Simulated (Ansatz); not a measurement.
Input file for Ansatz (a first-principles code): U-B3LYP/def2-TZVPP on HISe (SMILES [SeH]I), a point of a bond scan (R = 2.543 Å). Elements past Kr take the def2 small-core potentials; no spin–orbit coupling.

Ansatz 0.2 input:
```yaml
crystal:
  periodic: [false, false, false]
  atoms:
    - {symbol: Se, position_ang: [-0.90439192, -0.74056665, 0.98809339]}
    - {symbol: H, position_ang: [-1.84024043, -1.18560364, -0.05946084]}
    - {symbol: I, position_ang: [0.61489746, 0.49745038, -0.63274933]}
basis:
  gaussian:
    orbitals: def2-TZVPP
hamiltonian:
  xc: {name: B3LYP}
magnetization: {spin_polarized: true, initial_magnetization: 0}
```

Problem. Predict the final total energy.

Solution. -2700.0074 hartree.
